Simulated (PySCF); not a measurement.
Computed properties of SeFCl, SMILES F[Se]Cl

SeFCl, SMILES F[Se]Cl. The structure is a stationary point at r2SCAN-D4/def2-TZVP. One conformer was computed; it need not be the lowest. All values are computed for the isolated molecule unless a solvent is named; none is compared with measurement here.

**Structure.** The optimised structure has Cs symmetry. All 3 harmonic modes at r2SCAN-D4/def2-TZVP (PySCF) are real, so it is a minimum. With heavy atoms numbered as in [Se:1]([F:2])[Cl:3], the shortest bond between them is Se1–F2 at 1.753 Å and the longest Se1–Cl3 at 2.142 Å.

**Vibrations.** The strongest infrared lines (harmonic, unscaled, degenerate partners summed) lie at 662 cm⁻¹ (74 km/mol, F 80 %, Se 19 %), 427 cm⁻¹ (34 km/mol, Cl 67 %, Se 33 %), 210 cm⁻¹ (2 km/mol, F 60 %, Cl 26 %, Se 14 %). The softest mode is at 210 cm⁻¹ and the zero-point energy is 1.9 kcal/mol.

**Electronic structure.** PBE0/def2-TZVPD (PySCF) places the frontier levels at -7.15 and -2.51 eV, a gap of 4.64 eV, and gives a dipole moment of 1.50 D and a mean polarisability of 43.5 bohr³.

**Excitations.** TDDFT-M06-2X/def2-SVPD (PySCF) has S1 at 2.80 eV (443 nm, f = 0.001, dark); the most intense of the 10 singlets computed lies at 7.59 eV (f = 0.09). T1 (TDA) is at 2.20 eV.

**NMR.** GIAO shifts at PBE0/pcSseg-2 (PySCF) (non-relativistic, atoms alike by connectivity averaged): ¹⁹F at -335.4 ppm against CFCl3. Without spin–orbit terms, shifts of atoms bonded to Cl or Br come out too high.
